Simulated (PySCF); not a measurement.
From one molecule to another.

First species: C₆H₁₄OSi₂.
SMILES: `C=C[SiH2][SiH2]C(C)(C)C=O`

Second species: C6H14OSi2.
Numbering: `[CH2:1]=[C:2]([CH3:3])[Si@H:4]([SiH3:5])[CH:6]1[CH2:7][O:8][CH2:9]1` (hydrogens: H10, H11 on C1; H12, H13, H14 on C3; H15 on Si4; H16, H17, H18 on Si5; H19 on C6; H20, H21 on C7; H22, H23 on C9)

Levels: PBE0/pcSseg-1 for dipole moment, HOMO energy, LUMO energy and HOMO–LUMO gap; GFN2-xTB for rotational constant A and rotational constant C. Geometries: GFN2-xTB. Each species is one conformer at its optimised geometry, gas phase, non-relativistic unless stated. Electronic properties by PySCF.

The conformers computed, where there is a choice (atom-mapped SMILES and torsion angles):
- `[CH2:1]=[CH:2][SiH2:3][SiH2:4][C:5]([CH3:6])([CH3:7])[CH:8]=[O:9]`: C1–C2–Si3–Si4 7°, C2–Si3–Si4–C5 162°, Si3–Si4–C5–C6 -67°, Si4–C5–C8–O9 -61°
- `[CH2:1]=[C:2]([CH3:3])[Si@H:4]([SiH3:5])[CH:6]1[CH2:7][O:8][CH2:9]1`: C1–C2–Si4–Si5 -110°, C2–Si4–C6–C7 82°

```
             property   column X   column Y
        dipole moment     2.11 D     2.43 D
          HOMO energy   -7.07 eV   -7.39 eV
          LUMO energy   -0.37 eV   -1.19 eV
        HOMO–LUMO gap    6.70 eV    6.20 eV
rotational constant A  1.493 GHz  2.052 GHz
rotational constant C  0.673 GHz  0.595 GHz
```

Question: Which column belongs to which species?

Answer: Column X is the second species and column Y the first. The first has 23 atoms and 86 electrons, the second 23 and 86.

Question: How does each property change from the first species to the second?

Answer: dipole moment -0.32 D; HOMO energy +0.32 eV; LUMO energy +0.82 eV; HOMO–LUMO gap +0.50 eV; rotational constant A -0.559 GHz; rotational constant C +0.078 GHz.

On the first: The dipole matches unit charges of opposite sign 0.51 Å apart (1 e·Å = 4.8032 D). A dipole of 2.43 D is allowed in C1, and pure rotational transitions are dipole-allowed.

On the second: A dipole of 2.11 D is allowed in C1, and pure rotational transitions are dipole-allowed. The dipole matches unit charges of opposite sign 0.44 Å apart (1 e·Å = 4.8032 D). GFN2-xTB frequencies show an imaginary mode (42i cm⁻¹), so this geometry is no minimum at that level.
